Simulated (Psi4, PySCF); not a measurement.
Torsional profile of C3H5NSi2, SMILES C#C[SiH2][SiH2]C#N. Scanned: dihedral C2–Si3–Si4–C5; all other coordinates were relaxed at B3LYP-D3(BJ)/def2-SVP. Points at φ and −φ are mirror images. Heavy atoms are numbered in the order of the SMILES C#C[SiH2][SiH2]C#N, hydrogens after them in the order of the atoms that carry them; the mirror image has the same energies with the sign of each dihedral reversed.

Levels: RKS-B3LYP/3-21G = restricted B3LYP/3-21G // B3LYP-D3(BJ)/def2-SVP in PySCF; RMP2/3-21G = PySCF with restricted MP2 (frozen core)/3-21G // B3LYP-D3(BJ)/def2-SVP; RKS-B3LYP/6-31G* = restricted B3LYP/6-31G*, spherical d, density fitting // B3LYP-D3(BJ)/def2-SVP in PySCF; MP2/cc-pVTZ = DF-MP2 (frozen core)/cc-pVTZ // B3LYP-D3(BJ)/def2-SVP (Psi4 1.11).

Energies relative to the lowest point of each profile, in kJ/mol; the last columns give the difference from MP2:

```json
[
 {"φ / °": "-150", "RKS-B3LYP/3-21G": "2.27", "RMP2/3-21G": "2.24", "RKS-B3LYP/6-31G*": "2.38", "MP2/cc-pVTZ": "2.43", "RKS-B3LYP/3-21G − MP2/cc-pVTZ": "-0.17", "RMP2/3-21G − MP2/cc-pVTZ": "-0.19", "RKS-B3LYP/6-31G* − MP2/cc-pVTZ": "-0.06"},
 {"φ / °": "-120", "RKS-B3LYP/3-21G": "4.51", "RMP2/3-21G": "4.34", "RKS-B3LYP/6-31G*": "4.78", "MP2/cc-pVTZ": "5.06", "RKS-B3LYP/3-21G − MP2/cc-pVTZ": "-0.55", "RMP2/3-21G − MP2/cc-pVTZ": "-0.71", "RKS-B3LYP/6-31G* − MP2/cc-pVTZ": "-0.27"},
 {"φ / °": "-90", "RKS-B3LYP/3-21G": "2.83", "RMP2/3-21G": "2.45", "RKS-B3LYP/6-31G*": "2.75", "MP2/cc-pVTZ": "2.74", "RKS-B3LYP/3-21G − MP2/cc-pVTZ": "0.10", "RMP2/3-21G − MP2/cc-pVTZ": "-0.28", "RKS-B3LYP/6-31G* − MP2/cc-pVTZ": "0.01"},
 {"φ / °": "-60", "RKS-B3LYP/3-21G": "1.55", "RMP2/3-21G": "0.51", "RKS-B3LYP/6-31G*": "1.43", "MP2/cc-pVTZ": "0.26", "RKS-B3LYP/3-21G − MP2/cc-pVTZ": "1.29", "RMP2/3-21G − MP2/cc-pVTZ": "0.25", "RKS-B3LYP/6-31G* − MP2/cc-pVTZ": "1.17"},
 {"φ / °": "-30", "RKS-B3LYP/3-21G": "3.87", "RMP2/3-21G": "2.48", "RKS-B3LYP/6-31G*": "4.10", "MP2/cc-pVTZ": "2.31", "RKS-B3LYP/3-21G − MP2/cc-pVTZ": "1.56", "RMP2/3-21G − MP2/cc-pVTZ": "0.17", "RKS-B3LYP/6-31G* − MP2/cc-pVTZ": "1.79"},
 {"φ / °": "0", "RKS-B3LYP/3-21G": "5.69", "RMP2/3-21G": "4.39", "RKS-B3LYP/6-31G*": "6.18", "MP2/cc-pVTZ": "4.55", "RKS-B3LYP/3-21G − MP2/cc-pVTZ": "1.14", "RMP2/3-21G − MP2/cc-pVTZ": "-0.16", "RKS-B3LYP/6-31G* − MP2/cc-pVTZ": "1.63"},
 {"φ / °": "30", "RKS-B3LYP/3-21G": "3.87", "RMP2/3-21G": "2.48", "RKS-B3LYP/6-31G*": "4.10", "MP2/cc-pVTZ": "2.31", "RKS-B3LYP/3-21G − MP2/cc-pVTZ": "1.56", "RMP2/3-21G − MP2/cc-pVTZ": "0.17", "RKS-B3LYP/6-31G* − MP2/cc-pVTZ": "1.79"},
 {"φ / °": "60", "RKS-B3LYP/3-21G": "1.55", "RMP2/3-21G": "0.51", "RKS-B3LYP/6-31G*": "1.43", "MP2/cc-pVTZ": "0.26", "RKS-B3LYP/3-21G − MP2/cc-pVTZ": "1.29", "RMP2/3-21G − MP2/cc-pVTZ": "0.25", "RKS-B3LYP/6-31G* − MP2/cc-pVTZ": "1.17"},
 {"φ / °": "90", "RKS-B3LYP/3-21G": "2.83", "RMP2/3-21G": "2.45", "RKS-B3LYP/6-31G*": "2.75", "MP2/cc-pVTZ": "2.74", "RKS-B3LYP/3-21G − MP2/cc-pVTZ": "0.10", "RMP2/3-21G − MP2/cc-pVTZ": "-0.28", "RKS-B3LYP/6-31G* − MP2/cc-pVTZ": "0.01"},
 {"φ / °": "120", "RKS-B3LYP/3-21G": "4.51", "RMP2/3-21G": "4.34", "RKS-B3LYP/6-31G*": "4.78", "MP2/cc-pVTZ": "5.06", "RKS-B3LYP/3-21G − MP2/cc-pVTZ": "-0.55", "RMP2/3-21G − MP2/cc-pVTZ": "-0.71", "RKS-B3LYP/6-31G* − MP2/cc-pVTZ": "-0.27"},
 {"φ / °": "150", "RKS-B3LYP/3-21G": "2.27", "RMP2/3-21G": "2.24", "RKS-B3LYP/6-31G*": "2.38", "MP2/cc-pVTZ": "2.43", "RKS-B3LYP/3-21G − MP2/cc-pVTZ": "-0.17", "RMP2/3-21G − MP2/cc-pVTZ": "-0.19", "RKS-B3LYP/6-31G* − MP2/cc-pVTZ": "-0.06"},
 {"φ / °": "180", "RKS-B3LYP/3-21G": "0.00", "RMP2/3-21G": "0.00", "RKS-B3LYP/6-31G*": "0.00", "MP2/cc-pVTZ": "0.00", "RKS-B3LYP/3-21G − MP2/cc-pVTZ": "0.00", "RMP2/3-21G − MP2/cc-pVTZ": "0.00", "RKS-B3LYP/6-31G* − MP2/cc-pVTZ": "0.00"}
]
```

RKS-B3LYP/3-21G is furthest from MP2/cc-pVTZ at -30 (1.56 kJ/mol, above); its mean absolute difference over the points is 0.71 kJ/mol.

RMP2/3-21G is furthest from MP2/cc-pVTZ at -120 (-0.71 kJ/mol, below); its mean absolute difference over the points is 0.28 kJ/mol.

RKS-B3LYP/6-31G* is furthest from MP2/cc-pVTZ at -30 (1.79 kJ/mol, above); its mean absolute difference over the points is 0.69 kJ/mol.
